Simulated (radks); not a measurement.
Q: Species: Hg I. Configuration: [Hg]. Method: scalar-relativistic Kohn-Sham, LB94 model potential, spin-unpolarised, spherical densities, finite nucleus; Fermi nuclear charge, rms radius 5.4648 fm; computed with a radial shooting solver on a logarithmic mesh with Libxc functionals. Some entries of the table are withheld. Estimate them.

orbital  occ.  eigenvalue (Ry)  <r^2> (bohr^2)
1s          2              (1)       0.0003799
2s          2              (2)        0.005778
2p          6        -939.2223        0.004879
3s          2        -259.0810         0.03722
3p          6        -215.9926         0.03831
3d         10        -170.4881         0.03172
4s          2        -57.23352          0.1802
4p          6        -43.16774          0.2060
4d         10        -26.40615          0.2326
5s          2         -9.19194             (3)
4f         14         -7.80166          0.2773
5p          6         -5.34217           1.212
5d         10         -1.14321           2.603
6s          2         -0.88628           7.535
6p          0         -0.39007           16.29
7s          0         -0.18827           62.66
6d          0         -0.10195           103.6
5f          0         -0.05086           472.6

A: 
(1) 1s eigenvalue (Ry): -6130.668
(2) 2s eigenvalue (Ry): -1088.240
(3) 5s <r^2> (bohr^2): 0.9007
